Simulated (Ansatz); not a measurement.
C₄H₁₄BN (`C[NH2+][B-](C)(C)C`), relaxed with RKS PBE0-D4/def2-TZVP in the Gaussian-basis code of Ansatz from a PBE-D4/def2-SVP geometry. The force threshold is 0.005 eV/Å; the program also tests the step.

Total charge 0; spin multiplicity 1.

Start:

```xyz
20

C    -1.198    0.896   -1.609
N    -0.836    0.903   -0.177
B     0.292   -0.226    0.367
C     0.399    0.117    1.957
C     1.672    0.075   -0.443
C    -0.348   -1.694    0.073
H    -0.284    1.059   -2.208
H    -1.944    1.678   -1.854
H    -1.605   -0.098   -1.868
H    -0.463    1.827    0.091
H    -1.677    0.764    0.403
H     1.127   -0.566    2.444
H    -0.560   -0.015    2.512
H     0.761    1.150    2.171
H     1.629   -0.151   -1.533
H     2.037    1.123   -0.336
H     2.481   -0.568   -0.036
H    -0.429   -1.958   -1.006
H     0.302   -2.473    0.525
H    -1.356   -1.843    0.527
```

```json
{"step": "1", "energy (eV)": "-6538.3947", "largest force (eV/Å)": "0.609", "largest move (Å)": "0.000"}
{"step": "2", "energy (eV)": "-6538.4597", "largest force (eV/Å)": "0.174", "largest move (Å)": "0.031"}
{"step": "3", "energy (eV)": "-6538.4655", "largest force (eV/Å)": "0.037", "largest move (Å)": "0.011"}
{"step": "4", "energy (eV)": "-6538.4656", "largest force (eV/Å)": "0.017", "largest move (Å)": "0.002"}
{"step": "5", "energy (eV)": "-6538.4656", "largest force (eV/Å)": "0.008", "largest move (Å)": "0.003"}
{"step": "6", "energy (eV)": "-6538.4656", "largest force (eV/Å)": "0.001", "largest move (Å)": "0.001"}
```

End:

```xyz
20

C    -1.181    0.881   -1.597
N    -0.831    0.899   -0.171
B     0.287   -0.221    0.364
C     0.400    0.112    1.946
C     1.656    0.078   -0.442
C    -0.349   -1.678    0.071
H    -0.277    1.044   -2.180
H    -1.916    1.650   -1.840
H    -1.583   -0.099   -1.845
H    -0.464    1.812    0.084
H    -1.666    0.761    0.392
H     1.116   -0.565    2.423
H    -0.546   -0.016    2.490
H     0.760    1.129    2.156
H     1.610   -0.147   -1.514
H     2.009    1.114   -0.340
H     2.457   -0.551   -0.038
H    -0.429   -1.933   -0.992
H     0.291   -2.447    0.516
H    -1.343   -1.822    0.518
```

Hardware: 4 threads of an Intel Xeon Platinum 8259CL on a shared host. Wall time 53 s, peak host memory 0.94 GiB.
